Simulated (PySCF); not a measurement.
C3H5FSi, SMILES C(F)=C=C[SiH3]. Heavy atoms are numbered as in [F:1][CH:2]=[C:3]=[CH:4][SiH3:5]. Hydrogens are named by the atom that carries them.

Geometry: PBE0-D3(BJ)/def2-SVP. This is a generated structure with no PubChem entry under its InChIKey; it may be hypothetical.

All values below come from KT2/pcSseg-1 run with PySCF.

GIAO shieldings, no solvent; atoms alike by connectivity are averaged. δ = σ(ref) − σ: ¹⁹F against CFCl3 (σ = 127.1 ppm); ¹³C against TMS (σ = 185.1 ppm); ²⁹Si against TMS (σ = 361.9 ppm); ¹H against TMS (σ = 31.47 ppm), references at their B3LYP-D3(BJ)/def2-TZVP geometries, non-relativistic.

Computed chemical shifts:
| nucleus | atoms | count | δ (ppm) |
|---|---|---|---|
| ¹⁹F | F1 | 1 | -223.1 |
| ¹³C | C3 | 1 | 214.0 |
| ¹³C | C2 (CH) | 1 | 132.1 |
| ¹³C | C4 (CH) | 1 | 97.8 |
| ²⁹Si | Si5 (SiH3) | 1 | -68.4 |
| ¹H | H on C2 | 1 | 7.77 |
| ¹H | H on C4 | 1 | 6.47 |
| ¹H | H on Si5 | 3 | 4.62 |
